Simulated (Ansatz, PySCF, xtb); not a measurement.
Pair of molecules: H2O (SMILES O) (first 3 atoms) with CH3Br (SMILES CBr); geometry from B3LYP-D3(BJ)/def2-TZVP, rigid monomers moved along the line of their centres of mass till H2···Br5 is 3.73 Å.
(charge 0, multiplicity 1):
| atom | x (Å) | y (Å) | z (Å) |
|---|---|---|---|
| O | -0.1663 | 0.1574 | 0.8280 |
| H | 0.7565 | -0.0377 | 1.0393 |
| H | -0.1380 | 0.9528 | 0.2865 |
| C | 1.3747 | -0.1136 | 4.8501 |
| Br | 3.1039 | -0.2567 | 3.9267 |
| H | 1.4479 | 0.7212 | 5.5378 |
| H | 1.2154 | -1.0480 | 5.3760 |
| H | 0.6250 | 0.0531 | 4.0844 |

Interaction energies are E(AB) − E(A) − E(B) at the monomers' geometry in the complex; basis-set methods are counterpoise corrected. Rows marked so take none.

Correlated levels freeze the cores. Filled d and f shells under p-block atoms count as core. Rows in 3-21G carry no dispersion term and start afresh at each structure; the Pople sets are all-electron and without relativity.

The values were computed with Ansatz (Gaussian orbitals); PySCF for 3-21G rows, the dispersion terms; xtb for the GFN methods. 

```csv
level,interaction energy (kcal/mol)
GFN-FF,-1.07
HF/3-21G (no counterpoise),-1.76
PBE-D3(BJ)/def2-TZVPPD,-1.80
r2SCAN-D4/def2-TZVPPD,-1.63
B3LYP/3-21G (no counterpoise),-1.80
B3LYP-D3(BJ)/def2-TZVPPD,-1.62
PBE0-D4/def2-TZVPPD,-1.71
MP2/aug-cc-pVDZ,?
CCSD/aug-cc-pVDZ,?
```

**Question.** Some entries are withheld; supply them.

**Answer.** 
- MP2/aug-cc-pVDZ, interaction energy (kcal/mol): -1.55
- CCSD/aug-cc-pVDZ, interaction energy (kcal/mol): -1.50

Ansatz is a quantum-chemistry and plane-wave program.
